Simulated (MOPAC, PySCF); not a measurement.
H$_{2}$BrGaO$_{2}$, SMILES `[OH][Ga]([OH])[Br]` (H–O–Ga–Br torsion 0°, Br–Ga–O–H torsion -180°), neutral singlet in the gas phase. 

Cartesian coordinates (Å):
```xyz
6

O     -1.4126    -0.5385     0.1518
Ga     0.1599     0.2824    -0.0443
O      1.6413    -0.7009    -0.0134
Br     0.3232     2.5390    -0.3313
H     -2.1690     0.0568     0.1246
H      1.4573    -1.6388     0.1127
```
Charge 0, spin multiplicity 1.

All levels are single points at this geometry (B3LYP-D3(BJ)/def2-TZVP); Pople sets use spherical d functions. Orbital energies aren't observables, and empty levels follow the basis.

B3LYP-D3(BJ)/def2-TZVP in PySCF gives gap (eV) = 6.68.

### Question
Estimate the gap (eV) from each of these levels: B3LYP/6-311+G** (LANL2DZ on Br, Ga) in PySCF; B3LYP/6-31G* in PySCF; B3LYP/LANL2DZ in PySCF; BP86/6-31G* in PySCF; HF/3-21G in PySCF; HF/6-31G* in PySCF; PM3 in MOPAC; PM6 in MOPAC.

### Answer

```tsv
level	gap (eV)
B3LYP/6-311+G** (LANL2DZ on Br, Ga) in PySCF	6.88
B3LYP/6-31G* in PySCF	6.58
B3LYP/LANL2DZ in PySCF	6.82
BP86/6-31G* in PySCF	4.87
HF/3-21G in PySCF	13.53
HF/6-31G* in PySCF	13.48
PM3 in MOPAC	8.85
PM6 in MOPAC	9.53
```
